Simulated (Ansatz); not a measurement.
Ideal-gas functions of `[SeH]C1=NC1` at 298.15 K and 1 bar, from an Ansatz frequency run at PBE0-D4/def2-TZVP.

Molar mass 120.01 g/mol, point group Cs (symmetry number 1), electronic degeneracy 1, moments of inertia 21.034, 202.374, 219.979 u Å². Harmonic wavenumbers (cm⁻¹, unscaled): 215, 280, 366, 428, 817, 833, 984, 1043, 1114, 1300, 1505, 1785, 2454, 3102, 3190.

Use S(trans) = R[1.5 ln M + 2.5 ln T − 1.1517]; rotational temperatures θ = 24.2544 K / I; S(rot) = R[ln(√π/σ · √(T³/θAθBθC)) + 1.5]; for each mode x = 1.438777 ν̃/T, S = R[x/(eˣ − 1) − ln(1 − e⁻ˣ)] and H = RT x/(eˣ − 1); 1 cm⁻¹ = 0.0119627 kJ/mol; R = 8.31446 J/(mol·K).

Problem. By hand: the entropy, in J/(mol·K).

Solution. Translation 168.6. Rotation: θ = 1.1531, 0.1198, 0.1103 K, giving 105.7. Vibration, mode by mode: 8.37, 6.42, 4.59, 3.62, 0.81, 0.76, 0.42, 0.33, 0.25, 0.11, 0.05, 0.01, 0.00, 0.00, 0.00, in all 25.7. Electronic 0.0. Sum 300.0 J/(mol·K).

Problem. By hand: H − E and G − E in kJ/mol, counted from the electronic energy.

Solution. Zero-point energy ½ × 19416 × 0.0119627 = 116.1; thermal vibration 4.9; translation, rotation and pV give 4 RT = 9.9. H − E = 130.9 kJ/mol, and G − E = 130.9 − 298.15 × 300.0/1000 = 41.5 kJ/mol.

Vibration gives 9 % of the entropy. The sum counts one conformer and one mirror image; others add a mixing term.
